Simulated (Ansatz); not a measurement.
Ideal-gas functions of C₂H₄B₂O, SMILES `BC#CBO` at 800 K and 1 bar, from an Ansatz frequency run at PBE0-D4/def2-TZVP.

Molar mass 65.68 g/mol, point group Cs (symmetry number 1), electronic degeneracy 1, moments of inertia 12.983, 245.982, 254.638 u Å². Harmonic wavenumbers (cm⁻¹, unscaled): 113, 136, 238, 280, 354, 524, 624, 727, 860, 907, 982, 1000, 1068, 1184, 1228, 1413, 2205, 2599, 2603, 2684, 3893.

Use S(trans) = R[1.5 ln M + 2.5 ln T − 1.1517]; rotational temperatures θ = 24.2544 K / I; S(rot) = R[ln(√π/σ · √(T³/θAθBθC)) + 1.5]; for each mode x = 1.438777 ν̃/T, S = R[x/(eˣ − 1) − ln(1 − e⁻ˣ)] and H = RT x/(eˣ − 1); 1 cm⁻¹ = 0.0119627 kJ/mol; R = 8.31446 J/(mol·K).

Task: By hand: the entropy, in J/(mol·K).

Result: Translation 181.6. Rotation: θ = 1.8682, 0.0986, 0.0953 K, giving 117.4. Vibration, mode by mode: 21.58, 20.04, 15.43, 14.11, 12.21, 9.11, 7.78, 6.65, 5.47, 5.11, 4.59, 4.47, 4.06, 3.44, 3.23, 2.49, 0.80, 0.44, 0.44, 0.39, 0.06, in all 141.9. Electronic 0.0. Sum 440.9 J/(mol·K).

Task: By hand: H − E and G − E in kJ/mol, counted from the electronic energy.

Result: Zero-point energy ½ × 25622 × 0.0119627 = 153.3; thermal vibration 56.9; translation, rotation and pV give 4 RT = 26.6. H − E = 236.8 kJ/mol, and G − E = 236.8 − 800 × 440.9/1000 = -115.9 kJ/mol.

Vibration gives 32 % of the entropy, 41.6 J/(mol·K) of it from the modes under 150 cm⁻¹: soft modes count most, and the harmonic formula is weakest for them. The sum counts one conformer and one mirror image; others add a mixing term.
